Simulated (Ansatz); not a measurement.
Relaxation of Cl$_{3}$H$_{7}$HfOSi$_{2}$ (14 atoms, charge 0, multiplicity 1), to a largest force component of 0.03 eV/Å in at most 50 steps.

Method: RKS PBE/def2-SVP in Ansatz 0.2.0.

```xyz
14
Properties=species:S:1:pos:R:3
Hf -0.789 0.082 -1.136
Cl 0.740 1.135 2.090
O 0.787 -0.952 -0.779
Si 2.295 -1.557 -0.300
H 2.581 -2.795 -1.102
H 3.347 -0.516 -0.566
H 2.248 -1.892 1.165
Cl -0.553 2.421 -1.371
Cl -2.034 -0.865 -2.891
Si -2.386 -0.432 0.906
H -3.292 -1.637 0.735
H -1.613 -0.730 2.196
H -3.281 0.740 1.269
H -0.276 0.295 2.361
```

Problem. Where does it end, and by what steps?

Solution. The run converged. The force dipped under the threshold on the way, but the program's further checks kept it going. After 21 steps the energy has fallen by 0.141 eV; H13 moved furthest, 0.81 Å. Joined: Hf1–Cl2 (3.72 → 2.92 Å).

```tsv
step	energy less start (eV)	largest force component (eV/Å)	accepted
0	0.0000	0.784	yes
1	0.0257	0.974	no
2	-0.0679	0.136	yes
3	-0.0744	0.209	yes
4	-0.0841	0.183	yes
5	-0.0984	0.267	yes
6	-0.1022	0.216	yes
7	-0.1056	0.135	yes
8	-0.1087	0.169	yes
9	-0.1189	0.188	yes
10	-0.1220	0.181	yes
11	-0.1250	0.147	yes
12	-0.1278	0.115	yes
13	-0.1317	0.094	yes
14	-0.1346	0.118	yes
15	-0.1356	0.132	yes
16	-0.1355	0.162	no
17	-0.1391	0.021	yes
18	-0.1400	0.018	yes
19	-0.1405	0.043	yes
20	-0.1408	0.040	yes
21	-0.1411	0.028	yes
```

```xyz
14
Properties=species:S:1:pos:R:3
Hf -0.515 0.306 -0.753
Cl 0.251 1.312 1.877
O 1.025 -0.832 -0.564
Si 2.451 -1.743 -0.504
H 2.321 -2.913 -1.437
H 3.604 -0.874 -0.920
H 2.651 -2.223 0.905
Cl -0.212 2.585 -1.353
Cl -1.729 -0.626 -2.537
Si -2.508 -0.476 1.030
H -2.828 -1.952 1.099
H -2.085 -0.159 2.490
H -3.825 0.261 0.919
H -0.827 0.631 2.326
```

Whether the end is a true minimum wasn't checked by a vibrational analysis.

Run time: 39 s on 4 threads of Intel(R) Xeon(R) 6975P-C (Granite Rapids), on a shared host, peak memory 0.31 GiB.
